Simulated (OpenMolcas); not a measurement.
## Ir VIII: CASPT2 settings compared

- Program: OpenMolcas 26.06
- Basis: ANO-R2 [8s6p5d3f1g]
- Scalar Hamiltonian: X2C, finite nucleus
- Active space: 2 electrons in 10 orbitals (5d 6d)
- State averaging: 2S+1 = 3 even, 10 roots; 2S+1 = 1 even, 15 roots kept (CI in the orbitals of an earlier block)
- Spin-orbit coupling: state interaction with AMFI integrals over the reference wave functions, term energies averaged over their components

Methods on the same reference wave functions:
A. CASSCF
B. SS-CASPT2, IPEA 0.35 Eh, real shift 0.2 Eh (closed shells correlated: 4f 5s 5p)
C. SS-CASPT2, IPEA 0.5 Eh, imaginary shift 0.2 Eh (closed shells correlated: 4f 5s 5p)
D. SS-CASPT2, IPEA 0.4 Eh, imaginary shift 0.4 Eh (closed shells correlated: 5s 5p)

Energies in cm⁻¹ above 5d² ³F₂, the measured ground level; measured values from van het Hof, Joshi, Wyart and Sugar, J. Res. Natl. Inst. Stand. Technol. 100, 687 (1995).

```tsv
Level	A	B	C	D	Measured
5d² ³F₂	0.0	0.0	0.0	0.0	0.0
5d² ³F₃	12432	12780	12780	12780	12672
5d² ³P₀	19754	17950	18040	17970	17254
5d² ³F₄	21933	21880	21870	21870	21615
5d² ³P₁	27349	25900	26000	25940	25221
5d² ¹G₄	38340	36860	36850	36820	36253
5d² ³P₂ [55 %]	41034	39230	39290	39250	
5d² ¹S₀	70712	65990	65980	65850	65022
```

Deviations, from unrounded energies. A percentage is the sum of absolute deviations over the sum of measured energies, with the sign that they share, or ± where signs differ.

```
                        Against measurement  Levels     A     B     C     D
             mean absolute deviation (cm-1)       6  2200   550   580   530
      fine structure of the ground term (%)       2  ±1.6  +1.1  +1.1  +1.1
other terms of the ground configuration (%)       4  +8.6  +2.1  +2.2  +2.0
```

B, D lie about equally close to measurement and A furthest from it. The largest miss of D in the table is 5d² ¹S₀, by +830 cm-1. The ranking rests on the paired levels alone, and a cruder setting can come out closer through cancelling errors.

Among B to D the level of the table that moves most is 5d² ¹S₀, by 140 cm-1 (lowest in D, highest in B). Moves below CASPT2's spread within the term are not significant.

The mean deviations of B to D differ by less than CASPT2's widest spread within a term (520 cm-1), so their order carries little weight.

From A to B the spin-free energies of the other terms of 5d² shown, above ³F, scale by factors of 0.88 to 0.89, as is usual when dynamic correlation screens the repulsion within a d or f shell.

The lowest spin-free term lies below A's lowest term by 0.422 hartree in B, 0.420 hartree in C, 0.215 hartree in D.

CASPT2 breaks the degeneracy within a term, and the mean is taken; among the terms shown or strongly mixed into the levels shown the widest spread is 520 cm-1 (5d² ¹G, B). Terms from blocks run as CI alone lack orbitals of their own. Active for correlation alone: 6d; no level in the range computed is led by a configuration that fills it, so any true level of that kind is missing. Without dynamic correlation excited terms often stand tens of per cent too high (terms of higher spin than the ground term too low), and those without a measured partner can miss by more than the paired ones (holds for A). Computed and measured levels are paired by configuration, term and J; levels that our copy of the source lacks, or whose pairing is in doubt (as where it misses far off the trend of its configuration), stay unpaired and out of the deviations. Levels of configurations outside the active space are missing. Levels that lie high or do not pair safely by name in every column are left out.

A share in square brackets marks a mixed level and gives the weight of the term that names it, the lowest over the columns.
